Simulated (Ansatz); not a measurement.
Stepwise reaction of `[SiH3][Sn]([Cl])([Cl])[Cl]` with hydrogen, as a gas-phase model of exchange steps in deposition or etching. ΔE in kJ/mol; ΔG adds harmonic PBE0-D4 terms to CCSD(T)/CBS, at 1 bar.

Computed with Ansatz on PBE0-D4/def2-TZVP structures; ΔE is electronic, products minus reactants. CCSD(T)/CBS adds triple-zeta CCSD(T) − MP2 to the extrapolated MP2 energy (def2 sets, frozen cores). This one scheme is used for every species. Functionals use def2-TZVPP. B3LYP here is the variant with VWN-RPA as its local correlation; programs differ in this. def2 core potentials past Kr. For Sn outer-core shells are correlated without core-valence functions, which leaves a few kJ/mol of doubt a bond.

```tsv
step	reaction	PBE-D4	B3LYP-D4	ωB97M-V	CCSD(T)/CBS	ΔG(600 K)
1	`[SiH3][Sn]([Cl])([Cl])[Cl]` + H₂ → `[SiH3][SnH]([Cl])[Cl]` + HCl	76.2	77.8	72.8	76.2	62.1
3	`[SiH3][SnH2][Cl]` + H₂ → `[SiH3][SnH3]` + HCl	72.8	76.2	72.0	76.4	73.3
```

Task: Give the row of step 2, `[SiH3][SnH]([Cl])[Cl]` + H₂ → `[SiH3][SnH2][Cl]` + HCl. (Estimate.)

Result: Ansatz gave: 
```tsv
step	reaction	PBE-D4	B3LYP-D4	ωB97M-V	CCSD(T)/CBS	ΔG(600 K)
2	`[SiH3][SnH]([Cl])[Cl]` + H₂ → `[SiH3][SnH2][Cl]` + HCl	78.2	80.2	75.3	79.3	70.9
```

Task: By hand: ΔE of the 3 steps together at CCSD(T)/CBS.

Result: (76.2) + (79.3) + (76.4) = 231.9 kJ/mol, or 77.3 kJ/mol a step.

In ΔE the steps differ by no more than 3.1 kJ/mol. All are uphill at CCSD(T)/CBS. ΔG lies between 62.1 and 73.3 kJ/mol a step. PBE-D4 differs from CCSD(T)/CBS by -3.6 to 0.0 kJ/mol a step. Isolated molecules leave out the surface, adducts and barriers. Largest T1 diagnostic: 0.013.
